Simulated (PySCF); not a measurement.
SZn, singlet, at a GFN2-xTB geometry (such geometries of metal compounds can be far from the true shape). Base run: PySCF with PBE/6-31G*.

The PySCF input:
```python
from pyscf import gto, scf, dft, solvent

mol = gto.M(
    atom='''
Zn   -0.000000   -0.000000   -0.715183
S     0.000000    0.000000    1.340968
''',
    basis='6-31g*',
    charge=0,
    spin=0,
    verbose=4,
)

mf = dft.RKS(mol)
mf.xc = 'pbe'
mf.kernel()
```

The base run was repeated with changes; each row names its change, and settings that it needs were set with it.

```
change                                                          ΔE vs base (kJ/mol)  dipole (D)  HOMO-LUMO gap (eV)
--------------------------------------------------------------  -------------------  ----------  ------------------
base                                                                           0.00        5.24                0.61
model = IEF-PCM; solvent = dichloromethane; lebedev_order = 11               -124.1        9.92                1.87
model = COSMO; solvent = dichloromethane                                     -120.7        9.80                1.86
model = IEF-PCM; solvent = dichloromethane; vdw_scale = 1.4                   -69.3        8.31                1.43
model = IEF-PCM; solvent = dichloromethane; vdw_scale = 1.1                  -174.6       11.14                2.25
model = IEF-PCM; solvent = water                                                  …           …                2.25
model = IEF-PCM; solvent = methanol                                          -149.5       10.80                2.18
model = ddCOSMO; solvent = dichloromethane                                   -150.1       10.67                2.05
model = IEF-PCM; solvent = dichloromethane; lebedev_order = 41                    …           …                   …
model = IEF-PCM; solvent = chloroform                                        -101.0        9.11                1.63
model = IEF-PCM; solvent = dichloromethane; r_probe = 0.5                     -48.7        7.61                1.22
model = C-PCM; solvent = dichloromethane                                          …           …                   …
```

Problem. Some entries are withheld; supply them.

Solution. 
- model = IEF-PCM; solvent = water, ΔE vs base (kJ/mol): -155.2
- model = IEF-PCM; solvent = water, dipole (D): 10.99
- model = IEF-PCM; solvent = dichloromethane; lebedev_order = 41, ΔE vs base (kJ/mol): -125.7
- model = IEF-PCM; solvent = dichloromethane; lebedev_order = 41, dipole (D): 9.99
- model = IEF-PCM; solvent = dichloromethane; lebedev_order = 41, HOMO-LUMO gap (eV): 1.91
- model = C-PCM; solvent = dichloromethane, ΔE vs base (kJ/mol): -131.4
- model = C-PCM; solvent = dichloromethane, dipole (D): 10.18
- model = C-PCM; solvent = dichloromethane, HOMO-LUMO gap (eV): 1.98

The base is the gas phase, so ΔE is the electrostatic part of solvation at a fixed geometry, without cavity and dispersion terms.
